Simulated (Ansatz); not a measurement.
Reaction (cleavage of the Si–Si bond): `N[SiH2][Si](N)(F)F` + `N[SiH](N)F` → `N[SiH2]N[SiH](N)F` + `N[SiH](F)F`

Gas-phase electronic energies from Ansatz, PBE0-D4/def2-TZVP geometries. CCSD(T)/CBS adds triple-zeta CCSD(T) − MP2 to the extrapolated MP2 energy (def2 sets, frozen cores). This one scheme is used for every species. Functionals use def2-TZVPP. B3LYP here is the variant with VWN-RPA as its local correlation; programs differ in this. Each species was taken in one conformer, which may not be the lowest.

| level | ΔE (eV) |
| --- | --- |
| B3LYP-D4 | -0.89 |
| PBE | -0.69 |
| PBE0 | -0.77 |
| HF/def2-QZVPP | -1.03 |

(1) What does CCSD(T)/CBS give? (Estimate.)

Largest T1 diagnostic among the species: 0.012.

## Answers

(1) Computed: -0.95 eV. The listed levels differ from it by 0.06, 0.26, 0.18, -0.08 eV.

From PBE to PBE0 (25 % exact exchange), in def2-TZVPP and without D4, ΔE moves by −0.08 eV. The D4 term adds −0.04 eV with B3LYP and −0.02 eV with PBE0; it sums over pairs of atoms, weighted by their polarisabilities, and B3LYP, whose exchange is more repulsive, gets the larger term.
